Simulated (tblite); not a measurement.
Compound: C7H12BBr.
Numbering: `[CH2:1]=[C:2]([CH3:3])[B:4]([Br:5])[CH:6]1[CH2:7][CH2:8][CH2:9]1` (hydrogens: H10, H11 on C1; H12, H13, H14 on C3; H15 on C6; H16, H17 on C7; H18, H19 on C8; H20, H21 on C9)

Computed with GFN2-xTB (tblite), gas phase: L-BFGS steps from a force-field or distance-geometry start until the largest atomic force falls under 0.01 eV/Å.

Geometry at step 32:
```
atom  x, y, z in Å
C1     -2.6423   -0.4898    1.5015
C2     -1.8760   -0.2040    0.4459
C3     -2.3415    0.8883   -0.4856
B4     -0.5275   -0.9477    0.1898
Br5    -0.4286   -2.7556    0.7278
C6      0.7214   -0.2181   -0.4360
C7      2.0968   -0.9006   -0.5648
C8      2.7805    0.3840   -0.0761
C9      1.4130    0.8672    0.4330
H10    -3.5790    0.0171    1.6699
H11    -2.3871   -1.2422    2.2285
H12    -2.1225    0.6429   -1.5223
H13    -3.4166    1.0335   -0.3908
H14    -1.8481    1.8313   -0.2449
H15     0.4640    0.2533   -1.3877
H16     2.3628   -1.2450   -1.5590
H17     2.2044   -1.7207    0.1405
H18     3.1718    0.9867   -0.9022
H19     3.5531    0.2608    0.6830
H20     1.2561    0.6838    1.4942
H21     1.1364    1.8916    0.2097
```

Task: Give the atomic forces at this geometry.

Result: 
```
atom  Fx (eV/Å)  Fy (eV/Å)  Fz (eV/Å)
  C1     -0.098     -0.097     -0.045
  C2     -0.077      0.044      0.007
  C3     -0.004      0.018     -0.044
  B4     -0.064      0.029      0.063
 Br5      0.113      0.060     -0.026
  C6     -0.031      0.016     -0.056
  C7      0.023     -0.074     -0.046
  C8     -0.123     -0.056      0.081
  C9     -0.018      0.099     -0.002
 H10      0.003      0.065      0.075
 H11      0.057     -0.036     -0.001
 H12      0.061      0.005     -0.014
 H13      0.046      0.035      0.020
 H14      0.040     -0.075     -0.024
 H15     -0.082     -0.032     -0.101
 H16      0.060     -0.069     -0.082
 H17      0.092     -0.077      0.015
 H18     -0.115     -0.067      0.212
 H19     -0.022      0.026     -0.088
 H20      0.139      0.036      0.055
 H21     -0.001      0.150      0.003
```

The largest, 0.25 eV/Å, acts on H18; the rms over all components is 0.069 eV/Å. The forces sum to zero within rounding, as they must for an isolated molecule in no field.

Task: Give the force on H18 in Eh/bohr and in nN.

Result: 0.250 eV/Å ÷ 51.422 = 0.00487 Eh/bohr, and 0.250 eV/Å × 1.602 = 0.40 nN.

Task: How far is this geometry from the end of the optimisation?

Result: 0.065 eV above it, and 0.364 Å rms away after alignment. The bonds farthest from their final lengths, with half the difference of the two atoms' forces along the bond (positive lengthens):

```json
{"bond": "C6–C9", "now (Å)": "1.553", "final (Å)": "1.561", "force along bond (eV/Å)": "+0.05"}
{"bond": "C8–H18", "now (Å)": "1.095", "final (Å)": "1.088", "force along bond (eV/Å)": "-0.05"}
{"bond": "C6–C7", "now (Å)": "1.541", "final (Å)": "1.546", "force along bond (eV/Å)": "+0.04"}
{"bond": "C9–H21", "now (Å)": "1.084", "final (Å)": "1.088", "force along bond (eV/Å)": "+0.02"}
{"bond": "C8–C9", "now (Å)": "1.537", "final (Å)": "1.533", "force along bond (eV/Å)": "-0.04"}
{"bond": "C7–H16", "now (Å)": "1.085", "final (Å)": "1.089", "force along bond (eV/Å)": "+0.02"}
```

The angle farthest from its final value is C2–B4–Br5, 117.0° against 119.2°.

The cost below is that of the whole relaxation. Time: 2.0 s. Hardware: an Arm Neoverse N1 with one thread, no GPU, shared host.
